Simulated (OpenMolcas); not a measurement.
## Computed transition rates of Zr+

```json
{"Program": "OpenMolcas", "Method": "MS-CASPT2, IPEA 0.25 Eh, imaginary shift 0.1 Eh (closed shells correlated: 4s 4p)", "Basis": "ANO-RCC-VQZP [8s7p5d3f2g1h]", "Scalar Hamiltonian": "DKH2, point nucleus", "Active space": "3 electrons in 6 orbitals (4d 5s)", "State averaging": "2S+1 = 4 even, 20 roots; 2S+1 = 2 even, 70 roots kept (CI in the orbitals of an earlier block)", "Spin-orbit coupling": "RASSI with atomic mean-field integrals over the reference wave functions, term energies averaged over their components"}
```

Rates come from the transition moments of the reference wave functions (E1 and E2 in the length form). At fixed line strength A goes as λ^-3 for E1 and M1 and as λ^-5 for E2, so a rate at the computed wavelength can be rescaled to the measured one. Measured vacuum wavelengths follow from level energies in NIST Handbook of Basic Atomic Spectroscopic Data. Branching counts decays inside the model space alone, at computed energies, and the table is only a selection of the M1 lines, drawn from those between levels with measured partners whose computed energy lies within a factor of 1.5 of the measured one.

```json
{"Upper": "4d² 5s ²F_5/2", "Lower": "4d² 5s ⁴F_3/2", "Type": "M1", "λ computed (nm)": "2191", "λ measured (nm)": "1738", "A computed (s-1)": "1.34e-02", "A rescaled (s-1)": "", "Branching %": "55.9"}
{"Upper": "4d² 5s ²F_7/2", "Lower": "4d² 5s ⁴F_9/2", "Type": "M1", "λ computed (nm)": "2540", "λ measured (nm)": "1944", "A computed (s-1)": "9.10e-03", "A rescaled (s-1)": "", "Branching %": "38.5"}
{"Upper": "4d² 5s ²F_5/2", "Lower": "4d² 5s ⁴F_5/2", "Type": "M1", "λ computed (nm)": "2351", "λ measured (nm)": "1839", "A computed (s-1)": "4.89e-03", "A rescaled (s-1)": "", "Branching %": "20.4"}
{"Upper": "4d² 5s ⁴F_9/2", "Lower": "4d² 5s ⁴F_7/2", "Type": "M1", "λ computed (nm)": "18430", "λ measured (nm)": "17880", "A computed (s-1)": "4.31e-03", "A rescaled (s-1)": "4.72e-03", "Branching %": "100.0"}
{"Upper": "4d² 5s ²F_7/2", "Lower": "4d² 5s ⁴F_5/2", "Type": "M1", "λ computed (nm)": "2032", "λ measured (nm)": "1625", "A computed (s-1)": "3.97e-03", "A rescaled (s-1)": "", "Branching %": "16.8"}
{"Upper": "4d³ ⁴F_7/2", "Lower": "4d³ ⁴F_5/2", "Type": "M1", "λ computed (nm)": "21960", "λ measured (nm)": "24710", "A computed (s-1)": "3.94e-03", "A rescaled (s-1)": "2.77e-03", "Branching %": "93.3"}
{"Upper": "4d² 5s ⁴F_7/2", "Lower": "4d² 5s ⁴F_5/2", "Type": "M1", "λ computed (nm)": "22670", "λ measured (nm)": "22280", "A computed (s-1)": "3.69e-03", "A rescaled (s-1)": "3.89e-03", "Branching %": "100.0"}
{"Upper": "4d³ ⁴F_9/2", "Lower": "4d³ ⁴F_7/2", "Type": "M1", "λ computed (nm)": "20320", "λ measured (nm)": "21830", "A computed (s-1)": "3.20e-03", "A rescaled (s-1)": "2.58e-03", "Branching %": "92.9"}
{"Upper": "4d³ ⁴F_5/2", "Lower": "4d³ ⁴F_3/2", "Type": "M1", "λ computed (nm)": "26340", "λ measured (nm)": "30990", "A computed (s-1)": "2.20e-03", "A rescaled (s-1)": "1.35e-03", "Branching %": "85.7"}
{"Upper": "4d² 5s ⁴F_5/2", "Lower": "4d² 5s ⁴F_3/2", "Type": "M1", "λ computed (nm)": "32320", "λ measured (nm)": "31780", "A computed (s-1)": "1.26e-03", "A rescaled (s-1)": "1.33e-03", "Branching %": "100.0"}
{"Upper": "4d³ ⁴F_3/2", "Lower": "4d² 5s ⁴F_5/2", "Type": "M1", "λ computed (nm)": "5414", "λ measured (nm)": "4429", "A computed (s-1)": "4.05e-04", "A rescaled (s-1)": "", "Branching %": "57.3"}
{"Upper": "4d³ ⁴F_3/2", "Lower": "4d² 5s ⁴F_3/2", "Type": "M1", "λ computed (nm)": "4637", "λ measured (nm)": "3887", "A computed (s-1)": "2.18e-04", "A rescaled (s-1)": "", "Branching %": "30.9"}
```

Spin-changing lines and M1 lines between different terms are not rescaled, since their strength hangs on the term gaps too.

The largest correction is for 4d³ ⁴F_5/2 → 4d³ ⁴F_3/2 (M1): 2.20e-03 × (26340 / 30990)^3 = 1.35e-03 s-1, a factor of 0.61.

The computed rate and branching of 4d² 5s ⁴F_5/2 → 4d² 5s ⁴F_3/2 give the upper level a radiative lifetime of 1.000 / 1.26e-03 s-1 = 7.94e+02 s, counting decays inside the model space alone. The rescaled rate gives about 7.5e+02 s.

These are rates of the free ion; in crystals, glasses and complexes forced electric-dipole and non-radiative decay shorten such lifetimes by orders of magnitude. No measured rate stands beside these. Rescaling mends the energy factor alone: line strengths can still be far off where a level mixes with configurations outside the active space, and weak or spin-changing lines hang on small mixing coefficients that depend on the term gaps too, so rescaling need not improve them.

Term energies are means over components that CASPT2 splits; among the terms shown or strongly mixed into the levels shown the widest spread is 970 cm-1 (4d² 5s ²F). Over all roots computed the reference weight is 0.87 to 0.93; the roots of lowest weight are the least certain, and an intruder state may touch them. Terms from blocks run as CI alone lack orbitals of their own. Configurations are named by rounded mean occupations; where the s occupation lies near a half they are strongly mixed, a name can repeat and a true partner stay unpaired. A single d shell beside an s shell can misplace configurations of different d count against each other. The CASPT2 spread within a term exceeds the gap to the next term for 4d³ ⁴F and 4d² 5s ²D(1), so the order of their levels is uncertain, and so are names and mixing where such terms share a J. Some terms miss by over 15 % even with CASPT2, which points to a basis or an active space too small for the shells correlated. Computed and measured levels are paired by configuration, term and J; levels that our copy of the source lacks, or whose pairing is in doubt (as where it misses far off the trend of its configuration), stay unpaired. Levels of configurations outside the active space are missing.

A number in round brackets counts repeated terms of one configuration in the order of the reference energies.
